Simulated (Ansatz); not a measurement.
Reaction (cleavage of the Si–Si bond): `CSS[SiH2][SiH3]` + `[NH2][AlH][OH]` → `[OH][AlH][NH][SiH3]` + `CSS[SiH3]`

Program: Ansatz. Geometries: PBE0-D4/def2-TZVP. ΔE: electronic, gas phase. CCSD(T)/CBS adds triple-zeta CCSD(T) − MP2 to the extrapolated MP2 energy (def2 sets, frozen cores). This one scheme is used for every species. Functionals use def2-TZVPP. B3LYP here is the variant with VWN-RPA as its local correlation; programs differ in this. One conformer a species, not always the lowest.

Task: Is it downhill or uphill in electronic energy at CCSD(T)/CBS, and by how much? (Estimate.)

Result: Ansatz gave: Downhill: ΔE = -0.50 eV.

Task: What do these levels give: ωB97X-V, ωB97M-V, PBE, PBE0, B3LYP, MP2/def2-TZVPP, CCSD/def2-TZVPP, CCSD(T)/def2-TZVPP, HF/def2-QZVPP, SCS-MP2/def2-QZVPP, HF/CBS(def2), CCSD/CBS(def2)? (Estimate.)

Result: Computed: ωB97X-V -0.49, ωB97M-V -0.54, PBE -0.31, PBE0 -0.38, B3LYP -0.51, MP2/def2-TZVPP -0.58, CCSD/def2-TZVPP -0.55, CCSD(T)/def2-TZVPP -0.52, HF/def2-QZVPP -0.72, SCS-MP2/def2-QZVPP -0.61, HF/CBS(def2) -0.73, CCSD/CBS(def2) -0.52 eV.

Largest T1 diagnostic among the species: 0.013.

In def2-TZVPP, CCSD(T) changes the Hartree–Fock value by +0.19 eV (the triples alone add +0.03 eV) and MP2 by +0.13 eV. From PBE to PBE0 (25 % exact exchange), in def2-TZVPP and without D4, ΔE moves by −0.07 eV. The D4 term adds +0.04 eV with B3LYP and +0.02 eV with PBE0; it sums over pairs of atoms, weighted by their polarisabilities, and B3LYP, whose exchange is more repulsive, gets the larger term.
